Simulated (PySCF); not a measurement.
CH10Si4, SMILES C1[Si@@H]([SiH3])[SiH2][SiH2]1.

Geometry optimised at ωB97X-D3(BJ)/def2-SVP. The structure was generated by enumeration; whether it is a known compound was not checked.

These are ωB97X-D3(BJ)/def2-SVP (PySCF 2.14.0) values and carry that method's errors.

Frequencies are harmonic and unscaled.

```csv
mode,ν (cm⁻¹),IR (km/mol),moving atoms (share of kinetic energy)
1,65,0.6,"Si 61 %, H 27 %, C 12 %"
2,94,0.6,"Si 70 %, H 24 %"
3,98,0.0,H 96 %
4,148,1.6,"H 41 %, Si 38 %, C 22 %"
5,243,2.0,"Si 57 %, H 34 %, C 9 %"
6,349,6.9,"H 54 %, Si 45 %"
7,385,6.2,"H 63 %, Si 35 %"
8,421,12.5,"H 63 %, Si 36 %"
9,452,0.9,"Si 71 %, H 27 %"
10,467,11.4,"H 59 %, Si 39 %"
11,515,11.4,"H 64 %, Si 33 %"
12,529,9.0,"H 54 %, Si 46 %"
13,564,3.8,"H 79 %, Si 19 %"
14,615,15.4,"H 73 %, Si 21 %"
15,632,38.4,"H 79 %, Si 15 %"
16,657,7.1,"H 71 %, C 22 %"
17,693,54.5,"C 43 %, H 37 %, Si 20 %"
18,713,82.3,"H 68 %, Si 18 %, C 13 %"
19,736,19.4,"H 88 %, Si 12 %"
20,773,94.5,"H 65 %, C 22 %, Si 13 %"
21,845,191.9,"H 72 %, C 16 %, Si 12 %"
22,896,267.6,"H 89 %, Si 11 %"
23,927,83.4,H 94 %
24,950,88.1,H 95 %
25,951,36.7,H 97 %
26,956,47.5,H 97 %
27,980,4.8,H 93 %
28,1023,61.0,"H 70 %, C 28 %"
29,1387,11.4,"H 91 %, C 9 %"
30,2229,30.2,H 97 %
31,2231,61.6,H 97 %
32,2237,195.0,H 98 %
33,2240,35.0,H 97 %
34,2244,56.2,H 96 %
35,2245,228.7,H 96 %
36,2248,79.1,H 96 %
37,2260,133.0,H 96 %
38,3088,1.0,H 94 %
39,3173,0.2,"H 91 %, C 9 %"
```
